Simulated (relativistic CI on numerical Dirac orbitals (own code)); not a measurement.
## Sb³⁺: sensitivity of the levels to the model

Base calculation: Dirac-Coulomb-Breit CI, separate exchange-only KLI orbitals for each configuration, model QED (radiative potential, 1s self-energy scaled to tabulated hydrogen-like ionisation energies), valence Slater integrals scaled by 0.85, P86 correlation energy added to each configuration.

Configuration list (outside the closed core [Kr]): 4d¹⁰5s², 4d¹⁰5s5p, 4d¹⁰5p², 4d¹⁰5s5d, 4d¹⁰5s5f, 4d¹⁰5d², 4d¹⁰5s5g, 4d¹⁰5s6s, 4d¹⁰5p5d, 4d¹⁰5s6p, 4d¹⁰4f², 4d¹⁰5s4f, 4d¹⁰4f5p, 4d¹⁰5s6d, 4d¹⁰5s7s, 4d¹⁰5f², 4d¹⁰5s7p, 4d¹⁰5p5f, 4d¹⁰5g², 4d¹⁰5p6s, 4d¹⁰5p5g, 4d⁹5s²4f, 4d¹⁰5s7d, 4d¹⁰5s8s, 4d¹⁰5s8p, 4d⁹5s²5p, 4d¹⁰5s8d, 4d¹⁰4f5d, 4d¹⁰5d5f, 4d¹⁰5d5g, 4d¹⁰4f5f, 4d¹⁰4f5g. Double excitations out of closed p, d and f shells are left out; levels of such configurations are missing from the list, as are those of other unlisted configurations, and high levels can miss mixing partners. These lack a partner that the ground configuration has and come out too high: 4d⁹5s²4f, 4d⁹5s²5p.

Variants: (1) valence Slater integrals scaled by 0.75; (2) no correlation estimate; (3) Breit term removed; (4) configuration mixing switched off. Shifts of the energy above 4d¹⁰5s² ¹S0, in cm⁻¹, for the lowest level and the first level of each name with at least 55 % of one term (blank where a level changes its place among those of its configuration and J or its character, or is not in the variant):

| Level | Base | Δ(1) | Δ(2) | Δ(3) | Δ(4) | Measured |
| --- | --- | --- | --- | --- | --- | --- |
| 4d¹⁰5s² ¹S0 | 0.0 | 0.0 | 0.0 | 0.0 | 0.0 | 0.0 |
| 4d¹⁰5s5p ³P°0 | 59802.7 | +188.4 | -1081.6 | -98.2 | -4238.7 |  |
| 4d¹⁰5s5p ³P°1 | 62011.9 | +125.6 | -1083.3 | -67.6 | -4139.8 | 66700.0 |
| 4d¹⁰5s5p ³P°2 | 67525.8 | +115.7 | -1083.6 | +22.4 | -4142.9 | 72560.0 |
| 4d¹⁰5s5p ¹P°1 | 93130.6 | -2681.4 | -1162.5 | +35.7 | +1485.1 | 95952.0 |
| 4d¹⁰5p² ³P0 | 149221.7 | -495.6 | -1974.6 | -136.9 | -4521.6 | 152076.0 |
| 4d¹⁰5p² ¹D2 | 151140.7 | +394.3 | -2220.8 | -15.8 |  | 155956.0 |
| 4d¹⁰5p² ³P1 | 153104.9 | -324.0 | -1977.5 | -54.7 | -4318.7 | 156388.0 |
| 4d¹⁰5p² ³P2 | 159322.4 | -132.7 | -2047.7 | +62.1 |  | 163524.0 |
| 4d¹⁰5s5d ³D1 | 174546.4 | -596.7 | -3073.7 | +125.7 | -4071.0 | 178914.0 |
| 4d¹⁰5s5d ³D2 | 174857.1 | -599.5 | -3073.4 | +136.1 | -4064.2 | 179264.0 |
| 4d¹⁰5s5d ³D3 | 175346.2 | -601.2 | -3074.2 | +151.9 | -4033.5 |  |
| 4d¹⁰5p² ¹S0 | 181445.6 | -3088.4 | -1962.2 | +28.9 | -5485.5 |  |
| 4d¹⁰5s6s ³S1 | 184331.8 | -825.6 | -3497.3 | +100.5 | -4946.1 | 188622.0 |
| 4d¹⁰5s5d ¹D2 | 190059.3 | -2502.3 | -2847.0 | +125.2 | -11891.3 |  |
| 4d¹⁰5s6s ¹S0 | 190177.7 | -1516.2 | -3502.4 | +106.9 | -4626.9 |  |
| 4d¹⁰5s6p ³P°0 | 210192.7 | -791.7 | -4030.8 | +76.8 | -4418.9 |  |
| 4d¹⁰5s6p ³P°1 | 210655.5 | -806.2 | -4030.2 | +78.9 | -4396.9 |  |
| 4d¹⁰5s6p ³P°2 | 212555.3 | -798.1 | -4029.9 | +109.9 | -4521.4 |  |
| 4d¹⁰5s6p ¹P°1 | 214521.2 | -856.4 | -4035.5 | +91.7 | -3418.8 | 219028.0 |
| 4d¹⁰5s4f ³F°2 | 227044.3 | -159.8 | -8138.5 | +161.9 | -1594.0 | 227059.0 |
| 4d¹⁰5s4f ³F°3 | 227255.1 | -223.4 | -8220.7 | +173.6 | -1864.4 | 227144.0 |

For a near-neutral ion this model can misplace configurations by up to about 10,000 cm⁻¹ (more where the count of f electrons changes) and terms by 10 to 25 % of their spread. Rates follow the energies as ν³ (E1, M1) or ν⁵ (E2), so they and the lifetimes can be off by large factors. The fine structure of a lone outer electron comes out too small, for d and f at times inverted, and misplaced configurations move strength between like terms. 20 of the 20 excited levels that our extract of the measured tables holds in this range could be paired (the sources list more); they are missed by 3877 cm⁻¹ on average and 7817 at most, and levels without a partner can miss by more.

Measured levels: Moore, Atomic Energy Levels, vol. III, NSRDS-NBS 35 (1971 reprint of NBS Circular 467, 1958).

Ionisation energy from the two ground configurations alone: base 42.63 eV; no correlation estimate 41.6 eV; Breit term removed 42.65 eV. The NIST ASD value (measured) is 43.804 eV. The gap of more than 2 % comes from missing correlation.

LS names give the leading component of a level, which can be under half, so a name can repeat, a term be missing and a line seem to break the LS rules.
